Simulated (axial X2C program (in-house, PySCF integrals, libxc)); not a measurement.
## Which molecule has these constants?

Calculated with an axial X2C code built on PySCF integrals, spin-free (one-electron X2C) or two-component (2c: spin–orbit coupling with atomic mean-field Coulomb and Gaunt terms, which also bring small scalar terms), in Dyall basis sets with cores contracted in-house; open shells are unrestricted.

A two-component PBE0 calculation in a Dyall 3-zeta basis gave Re = 2.322 Å, ωe = 318.5 cm⁻¹, De = 3.03 eV, Ω = 5/2.

Problem. Which molecule is it?
A. RbBr⁺
B. InBr⁺
C. TcBr⁺
D. SrBr⁺
E. SbBr⁺

Solution. C. The others have SbBr⁺ 2.380 Å and 314.5 cm⁻¹ (Ω = 1/2); InBr⁺ 2.460 Å and 212.8 cm⁻¹ (Ω = 1/2); RbBr⁺ 3.546 Å and 63.0 cm⁻¹ (Ω = 3/2); SrBr⁺ 2.606 Å and 267.8 cm⁻¹ (Ω = 0).

Each entry is the lowest single determinant of a limited PBE0 search at one distance. De goes to single-determinant-based atoms at the same level (for ions the charge split of lowest energy) and is withheld (n/a) where an atom does not fit its ground term or J level. Main or longest-lived isotopes. One determinant is a doubtful description, or other states lie close, for TcBr⁺, RbBr⁺; these need not be ground states, and all values refer to the states named. With several unpaired electrons the Ω given is that of one determinant, not necessarily of the lowest component. The functionals have no current term, which raises determinants with orbital currents. Where the atoms have a lower orbital projection than the molecule, De at mean-field level may be about a tenth of an eV too small.
